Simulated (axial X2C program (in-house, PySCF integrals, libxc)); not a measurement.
## Curves of RbMg by EOM-EA-CCSD

Calculated with an in-house all-electron X2C program for linear molecules (integrals from PySCF): two-component X2C with atomic mean-field Coulomb and Gaunt terms, Gaussian nuclei, basis Rb dyall-acv3z, Mg dyall-acv3z with contracted cores.

Energies in eV from the lowest point of the lowest state; states are followed by energy order within each Ω. Reference: RbMg⁺, 10 electrons correlated in 92 virtual spinors with an MP2 remainder; levels at this size can be off by some tenths of an eV. Masses 84.912 and 23.985 u.

```
R (Å)  (1)Ω=1/2  (2)Ω=1/2  (1)Ω=3/2  (3)Ω=1/2  (4)Ω=1/2  (2)Ω=3/2  (5)Ω=1/2
3.777    0.0403    0.8315    0.8410    1.2440    1.7763    1.7849    1.9020
3.942    0.0164    0.8890    0.8984    1.2324    1.7598    1.7684    1.9010
4.106    0.0049    0.9556    0.9650    1.2374    1.7564    1.7649    1.9120
4.291    0.0003    1.0353    1.0450    1.2554    1.7634    1.7718    1.9338
4.476    0.0000    1.1146    1.1248    1.2805    1.7790    1.7870    1.9616
4.722    0.0033    1.2129    1.2244    1.3181    1.8108    1.8181    2.0035
```

No minimum in range: (2)Ω=1/2, (1)Ω=3/2; the order of states may turn beyond it. T1 of the reference reaches 0.005 (Lee–Taylor). Curves followed by order can swap character. Number of frozen shells: Rb 3 s, 2 p, 1 d; Mg 2 s, 1 p. Roots with under 60 % one-particle weight at any point are counted in the labels but not shown, and the list ends where the roots sought for some Ω run out; states that need a further excitation are missing and may lie low or lowest. Curves with a minimum but no constants failed the fit check.
